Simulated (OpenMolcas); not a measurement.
**4s² 4p³ along the 33-electron sequence**

| Item | Value |
| --- | --- |
| Program | OpenMolcas |
| Method | RASSCF |
| Basis | ANO-RCC-VQZP |
| Scalar Hamiltonian | DKH2, point nucleus |
| Spin-orbit coupling | state interaction with AMFI integrals over the reference wave functions, term energies averaged over their components |

Active space for each ion: 5 electrons in 9 orbitals (RAS2 4s 4p; RAS3 4d, at most 2 electrons).

Computed levels in cm-1 above ⁴S°_3/2:

```tsv
Level	As	Se+	Kr3+
²D°_3/2	13895	16642	21644
²D°_5/2	14113	17098	23009
²P°_1/2	22013	26780	35646
²P°_3/2	22272	27339	37400
weight of ⁴S° in the lowest level (%)	100	99	99
```

Measured, with the error of the calculation in %. Measured levels: As, Se+ from NIST Handbook of Basic Atomic Spectroscopic Data; Kr3+ from Saloman, J. Phys. Chem. Ref. Data 36, 215 (2007).

```csv
Level,As,Se+,Kr3+
²D°_3/2,10593 (+31.2),13168 (+26.4),17038 (+27.0)
²D°_5/2,10915 (+29.3),13784 (+24.0),18700 (+23.0)
²P°_1/2,18186 (+21.0),23038 (+16.2),31056 (+14.8)
²P°_3/2,18648 (+19.4),23895 (+14.4),33406 (+12.0)
```

²D°_3/2 changes by a factor of 1.56 over the same range, with steps per unit of Z of +2750, +2500 cm-1.

Some high roots are left out of the spin-orbit mixing, which shifts the levels that they would mix with (holds for As). Without dynamic correlation excited terms often stand tens of per cent too high (terms of higher spin than the ground term too low), and those without a measured partner can miss by more than the paired ones (holds for As; Se+). Active for correlation alone: 4d; no level in the range computed is led by a configuration that fills it, so any true level of that kind is missing (holds for As). The run also gave levels led by 4s² 4p² 4d, which use shells meant for correlation; these and all levels above them are left out (holds for Se+; Kr3+). Measured partners are found by configuration, term and J. A level has none where our copy of the source lacks it or the pairing is in doubt (some pairs that miss far off the trend of their configuration count as doubtful), and it then counts in no deviation. Only configurations of the active space appear.

° marks odd parity.
